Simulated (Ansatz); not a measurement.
Li₈H₈⁻, relaxed as a doublet with UKS r2SCAN-D4/def2-SVPD in Ansatz, starting from the GFN1-xTB geometry. Force threshold 0.02 eV/Å.

The highest occupied level of the charge -1 doublet lies above zero (up to 0.33 eV). It is a level of α spin, whose loss leaves a singlet; that state wasn't run at this geometry and level. The electron is either unbound and held by the finite basis, or the level is raised by self-interaction error. The relaxation made no stability test and no search for a lower SCF solution. Another isomer (doublet) lies 0.85 eV lower at PBE0-D4/def2-TZVPD; other spin states weren't run for this one.

Start:

Cartesian coordinates in Å:
```
Li -0.287 0.298 -1.443
Li -1.904 -0.595 1.509
Li 2.059 -1.850 -0.840
Li 2.477 -1.144 1.317
Li -2.380 1.803 0.390
Li 0.031 -2.152 0.547
Li 2.005 0.811 -0.373
Li -0.591 2.633 -0.897
H 1.820 -2.727 0.779
H 3.191 -0.531 -0.293
H -1.486 3.359 0.341
H -2.948 0.722 1.597
H 0.950 1.783 -1.407
H 0.385 -1.349 -1.169
H -1.513 -2.250 1.265
H -1.809 1.189 -1.324
```

| step | energy (eV) | largest force component (eV/Å) | SCF passes |
| --- | --- | --- | --- |
| 1 | -1768.1144 | 0.330 | 16 |
| 2 | -1768.3365 | 0.161 | 21 |
| 3 | -1768.3715 | 0.077 | 17 |
| 4 | -1768.3873 | 0.104 | 22 |
| 5 | -1768.4082 | 0.068 | 18 |
| 6 | -1768.4467 | 0.074 | 17 |
| 7 | -1768.4944 | 0.104 | 21 |
| 8 | -1768.5380 | 0.094 | 20 |
| 9 | -1768.5512 | 0.121 | 18 |
| 10 | -1768.5695 | 0.064 | 21 |
| 11 | -1768.5757 | 0.027 | 18 |
| 12 | -1768.5798 | 0.027 | 18 |
| 13 | -1768.5808 | 0.015 | 18 |
| 14 | -1768.5813 | 0.009 | 16 |
| 15 | -1768.5815 | 0.007 | 13 |

Force components are those of the run's own axes.

End:

```xyz
16

Li   -0.1785    0.0408   -1.3019
Li   -2.3546   -0.4202    1.0046
Li    2.0531   -1.8992   -0.9587
Li    2.8165   -0.9446    1.2001
Li   -2.6890    2.0828    0.4903
Li   -0.0280   -2.2218    0.5284
Li    2.4975    1.0603   -0.6770
Li   -0.2926    2.3661   -0.2689
H     1.8603   -2.4322    0.7878
H     3.2169   -0.5748   -0.6082
H    -1.6141    3.4832    0.1206
H    -3.6293    0.8349    1.3283
H     0.9511    1.5238   -1.3900
H     0.3527   -1.6528   -1.3017
H    -1.5985   -2.0159    1.2322
H    -1.3637    0.7696   -0.1861
```

By distances, no bond broke or formed. The bond that changes most is Li2–H12, from 1.68 to 1.82 Å (atoms count from 1). A close non-bonded pair moves further: Li2–H16, from 3.35 to 1.95 Å.

The force fell under the threshold at step 13, but the optimiser went on. No frequencies were taken in this run, so the end may be a saddle point.

Hardware: 4 threads of Arm Neoverse V1 on a shared host. Wall time 87 s.
